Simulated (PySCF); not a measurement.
## `CN[C@H](C)[C@@H](C)[SiH3]`, C5H15NSi

Cartesian coordinates in Å; atom numbers follow the order of the lines, from 1:
```xyz
22

C    -1.998   -1.385    0.760
N    -0.888   -0.997   -0.084
C    -0.413    0.374    0.072
C    -1.308    1.412   -0.605
C     1.021    0.360   -0.454
C     1.874    1.467    0.148
Si    1.658   -1.399   -0.058
H    -2.225   -2.436    0.583
H    -1.704   -1.267    1.803
H    -2.911   -0.798    0.589
H    -1.124   -1.157   -1.059
H    -0.383    0.575    1.149
H    -1.374    1.213   -1.675
H    -0.900    2.410   -0.466
H    -2.312    1.397   -0.186
H     0.997    0.503   -1.539
H     1.458    2.452   -0.067
H     1.941    1.355    1.229
H     2.882    1.432   -0.258
H     1.239   -2.386   -1.050
H     1.329   -1.781    1.311
H     3.130   -1.325   -0.142
```

Computed with TDDFT CAM-B3LYP/def2-SVPD circular dichroism and optical rotation, one conformer, gas phase (PySCF 2.14.0). Geometry: GFN2-xTB.

The molecule is flexible and this is one conformer; a measurement averages over conformers.

Task: Draw the ECD and absorption spectra from the lowest 8 states, each a Gaussian of half-width 0.3 eV at 1/e height.

Result: 
| E (eV) | λ (nm) | Δε (L mol⁻¹ cm⁻¹) | ε (L mol⁻¹ cm⁻¹) |
| --- | --- | --- | --- |
| 5.75 | 216 | -0.27 | 8.22 |
| 5.85 | 212 | -0.73 | 22.4 |
| 5.95 | 208 | -1.58 | 48.7 |
| 6.05 | 205 | -2.76 | 84.9 |
| 6.15 | 202 | -3.84 | 119 |
| 6.25 | 198 | -4.28 | 135 |
| 6.35 | 195 | -3.76 | 129 |
| 6.45 | 192 | -2.46 | 122 |
| 6.55 | 189 | -0.76 | 155 |
| 6.65 | 186 | +1.08 | 267 |
| 6.75 | 184 | +2.88 | 466 |
| 6.85 | 181 | +4.25 | 710 |
| 6.95 | 178 | +4.71 | 929 |
| 7.05 | 176 | +4.27 | 1080 |
| 7.15 | 173 | +3.66 | 1160 |
| 7.25 | 171 | +3.69 | 1200 |
| 7.35 | 169 | +4.67 | 1190 |
| 7.45 | 166 | +6.39 | 1170 |
| 7.55 | 164 | +8.47 | 1190 |
| 7.65 | 162 | +10.29 | 1260 |
| 7.75 | 160 | +10.86 | 1320 |

Δε uses R in velocity form, ε uses f in length form. Only the states computed contribute, so the short-wavelength end is incomplete.
